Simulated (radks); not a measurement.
The numbers below are computed, except where a source is named.
Initial-state core-level shifts of neutral phosphorus when its valence configuration changes from [Ne] 3s2 3p3. Level of theory: Dirac Kohn-Sham, PBE, spin-unpolarised, spherical densities, point nucleus; open shells are shared between the two j in proportion to 2j + 1 (a radial shooting solver on a logarithmic mesh with Libxc functionals). Shifts are changes of the shell-averaged eigenvalues in eV (positive: less bound).

| valence | 1s | 2s | 2p |
|---|---|---|---|
| 3s1 3p4 | -1.582 | -1.536 | -1.524 |
| 3s1.5 3p3.5 | -0.804 | -0.780 | -0.774 |
| 3s0.5 3p4.5 | -2.335 | -2.270 | -2.252 |
| 3p5 | -3.067 | -2.985 | -2.960 |
